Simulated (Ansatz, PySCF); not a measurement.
This PySCF input computes a CCSD(T)/cc-pVDZ energy:

```python
from pyscf import gto, scf, mp, cc as ccmod

mol = gto.M(
    atom='''
    C     0.02862427    0.77403521   -0.04928916
    C    -0.73380022   -0.43145510    0.23926106
    C     0.68523912   -0.35673882   -0.07459244
    H     0.04451260    1.84469036   -0.15404392
    H    -1.54549687   -0.89019712   -0.32345270
    H     1.62060524   -0.86954100   -0.21478018
    ''',
    basis='cc-pvdz',
    charge=0,
    spin=1,
    verbose=4,
)

mf = scf.UHF(mol)
mf.conv_tol = 1e-10
mf.max_cycle = 100
mf.kernel()
mo, _, stable, _ = mf.stability(return_status=True)
if not stable:
    mf.kernel(mf.make_rdm1(mo, mf.mo_occ))
mp2 = mp.MP2(mf, frozen=3).run()
cc = ccmod.CCSD(mf, frozen=3)
cc.max_cycle = 100
cc.kernel()
et = cc.ccsd_t()
print(f'E(CCSD(T)) = {cc.e_tot + et:.9f}')
```

Question: Write an input for the same energy in Ansatz (an electronic-structure program) and say what it gives.

Answer: 
Ansatz 0.2 input:
```yaml
crystal:
  periodic: [false, false, false]
  atoms:
    - {symbol: C, position_ang: [0.02862427, 0.77403521, -0.04928916]}
    - {symbol: C, position_ang: [-0.73380022, -0.43145510, 0.23926106]}
    - {symbol: C, position_ang: [0.68523912, -0.35673882, -0.07459244]}
    - {symbol: H, position_ang: [0.04451260, 1.84469036, -0.15404392]}
    - {symbol: H, position_ang: [-1.54549687, -0.89019712, -0.32345270]}
    - {symbol: H, position_ang: [1.62060524, -0.86954100, -0.21478018]}
basis:
  gaussian:
    orbitals: cc-pVDZ
magnetization: {spin_polarized: true, initial_magnetization: 1}
correlation: {method: ccsd_t, electrons: outside_noble_gas}
```
It gives -115.61461 Eh, and PySCF -115.61461 Eh, a difference of 0.00 mEh.

It need not be the lowest isomer of its formula.
